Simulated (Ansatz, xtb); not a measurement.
# Two isomers of CH7NO2Si

Structure X: `C[Si](N)(O)O`, a singlet. Structure Y: `CN[SiH](O)O`, a singlet. Both are isolated molecules in the gas phase, relaxed with B3LYP/6-31G*; the shapes shown needn't be the lowest conformers.

X (Å):

```yaml
atoms:
  - { symbol: C, position_ang: [-0.6386, 1.5230, 0.1736] }
  - { symbol: N, position_ang: [2.0209, 0.4321, 0.5995] }
  - { symbol: O, position_ang: [0.4085, -0.9636, -1.1169] }
  - { symbol: O, position_ang: [1.1921, 1.3797, -2.0032] }
  - { symbol: Si, position_ang: [0.7786, 0.5820, -0.6005] }
  - { symbol: H, position_ang: [-1.5078, 1.5127, -0.4925] }
  - { symbol: H, position_ang: [-0.3677, 2.5723, 0.3417] }
  - { symbol: H, position_ang: [-0.9405, 1.0923, 1.1347] }
  - { symbol: H, position_ang: [2.9361, 0.0916, 0.3240] }
  - { symbol: H, position_ang: [2.1234, 1.1854, 1.2707] }
  - { symbol: H, position_ang: [0.4998, -1.6281, -0.4194] }
  - { symbol: H, position_ang: [1.4191, 0.7934, -2.7388] }
```

Y (Å):

```yaml
atoms:
  - { symbol: C, position_ang: [-2.6121, 1.6843, 0.4953] }
  - { symbol: N, position_ang: [-1.8344, 0.9682, -0.5067] }
  - { symbol: O, position_ang: [-0.0029, 0.3143, -2.2860] }
  - { symbol: O, position_ang: [0.0336, 2.8935, -1.1671] }
  - { symbol: Si, position_ang: [-0.2025, 1.2647, -0.9352] }
  - { symbol: H, position_ang: [-2.1494, 2.6582, 0.6842] }
  - { symbol: H, position_ang: [-2.6742, 1.1530, 1.4569] }
  - { symbol: H, position_ang: [-3.6365, 1.8711, 0.1461] }
  - { symbol: H, position_ang: [-2.2345, 0.0837, -0.7952] }
  - { symbol: H, position_ang: [0.8570, 0.9448, 0.0544] }
  - { symbol: H, position_ang: [0.9171, 0.1188, -2.5113] }
  - { symbol: H, position_ang: [-0.6218, 3.3061, -1.7498] }
```

Q: Estimate E(Y) − E(X) at the level CCSD(T)/def2-SVP + ΔMP2/def2-TZVPP.

A: Calculated at CCSD(T)/def2-SVP + ΔMP2/def2-TZVPP: E(Y) − E(X) = +20.0 kcal/mol, so structure X lies lower.

How the difference moves with the method:

```csv
level,geometry,E(Y) − E(X) (kcal/mol),departure from the last row (kcal/mol),"job, with rough time for the two"
GFN2-xTB,GFN2-xTB,−7.3,−27.3,"optimisation, 0.2 s"
HF/STO-3G,GFN2-xTB,+18.4,−1.5,"single point, 0.32 s"
r2SCAN-D4/def2-SVP,GFN2-xTB,+21.7,+1.8,"single point, 4.1 s"
B3LYP/6-31G*,B3LYP/6-31G*,+16.1,−3.8,"optimisation, 1.7 min"
HF/def2-SVP,B3LYP/6-31G*,+16.1,−3.8,part of the CCSD(T) run
MP2/def2-SVP,B3LYP/6-31G*,+17.2,−2.8,part of the CCSD(T) run
CCSD(T)/def2-SVP,B3LYP/6-31G*,+15.9,−4.0,single point
CCSD(T)/def2-SVP + ΔMP2/def2-TZVPP,B3LYP/6-31G*,+20.0,,"single point, 38 s"
```

As drawn, Y has 1 C–N, 1 Si–H in place of 1 C–Si, 1 N–H.

GFN2-xTB puts the two in the other order. The largest departure from CCSD(T)/def2-SVP + ΔMP2/def2-TZVPP is that of GFN2-xTB, 27.3 kcal/mol. The last row adds to CCSD(T) the change of the MP2 difference between the two basis sets, here +4.0 kcal/mol, a large step that makes the value less sure.

With harmonic frequencies from B3LYP/6-31G* (ideal gas, rigid rotor, one conformer each, 400 K, 1 atm): on the last row, ΔE + ΔZPE = +20.4, ΔH = +19.7, ΔG = +20.8 kcal/mol.

The correlated steps freeze 9 core orbitals. Codes used: Ansatz 0.2.0, xtb 6.7.1; the last row on 2 threads of Arm Neoverse V1 on a shared host.
